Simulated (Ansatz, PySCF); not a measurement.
C₅H₇Cl, SMILES C(#C)[C@H](CCl)C. Atoms are numbered in the order given.

```xyz
13

C      2.9799     0.6254    -0.4573
C      1.8459     0.4834    -0.0557
C      0.4602     0.3126     0.3944
C     -0.2755     1.6582     0.4891
C     -0.2358    -0.6816    -0.5489
Cl    -1.8864    -1.1217     0.0375
H      3.9883     0.7526    -0.8027
H      0.4804    -0.1502     1.3974
H     -0.3053     2.1515    -0.4950
H     -1.3067     1.4993     0.8340
H      0.2362     2.3298     1.1932
H      0.3353    -1.6153    -0.6224
H     -0.3495    -0.2529    -1.5541
```

Geometry optimised at B3LYP-D3(BJ)/def2-SVP. The structure was generated by enumeration; whether it is a known compound was not checked. Other conformers were not sampled.

Two levels are set side by side: PBE-D3(BJ)/def2-SVP (Ansatz, a program for electronic structure) and B3LYP-D3(BJ)/def2-SVP (Ansatz). Each level has its own optimised geometry; the coordinates shown are those of the second. Frequencies come from the Hessian of PySCF at each geometry. Differences are taken from unrounded values.

```csv
quantity,B3LYP-D3(BJ),PBE-D3(BJ),PBE-D3(BJ) minus B3LYP-D3(BJ)
mean bond length (Å),1.269,1.275,0.006
bond C1–C2 (Å),1.211,1.223,0.012
bond C2–C3 (Å),1.467,1.466,-0.001
bond C3–C4 (Å),1.537,1.539,0.002
bond C3–C5 (Å),1.537,1.541,0.004
bond C5–Cl6 (Å),1.806,1.804,-0.002
bond C1–H7 (Å),1.074,1.081,0.007
bond C3–H8 (Å),1.105,1.114,0.009
bond C4–H9 (Å),1.101,1.109,0.007
bond C4–H10 (Å),1.099,1.107,0.008
bond C4–H11 (Å),1.099,1.107,0.007
bond C5–H12 (Å),1.097,1.106,0.009
bond C5–H13 (Å),1.099,1.108,0.009
highest harmonic wavenumber (cm⁻¹),3471,3408,-63
mean harmonic wavenumber (cm⁻¹),1386,1347,-39
zero-point energy (kcal/mol),65.37,63.54,-1.83
```

GGA bonds tend to be longer and softer than those of functionals with exact exchange. Differences between two approximate levels are no errors against the true value.
